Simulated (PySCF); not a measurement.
A GIAO shielding run with PySCF (density fitting, non-relativistic, gas phase) on `[SiH3]C[Si@H](F)N[SiH3]`, CH10FNSi3:

```
$ OMP_NUM_THREADS=1 python probes_run.py task.json out

{"job": {"kind": "nmr", "xc": "PBE0", "basis": "pcSseg-1"}, "charge": 0, "multiplicity": 1}
F     -0.095171    -0.749833     1.854141
Si     0.149072    -0.463667     0.282410
C     -1.328598     0.488705    -0.398638
Si    -2.993584    -0.348917    -0.043380
N      1.576928     0.487272     0.146640
Si     3.117579     0.205269     0.894143
H      0.334220    -1.798831    -0.266875
H     -1.211776     0.611607    -1.474457
H     -1.342715     1.493652     0.024186
H     -3.001484    -1.686854    -0.640335
H     -4.060043     0.454744    -0.652944
H     -3.220912    -0.438778     1.396700
H      1.498474     1.329231    -0.397053
H      3.529175    -1.164663     0.585703
H      3.031389     0.395910     2.342393
H      4.009845     1.194097     0.285481
```

Hardware: 1 thread of an Arm Neoverse N1, shared host. The job also computes population analyses, field gradients.

Task: How large is the calculation?

Result: 74 electrons, 173 basis functions and 967 auxiliary functions.

Task: How long does it take, and how much memory does it need?

Result: 43 s of wall time, with 13 SCF cycles and 4 response iterations; peak memory 0.79 GiB. Times on a shared host scatter by some tens of per cent.
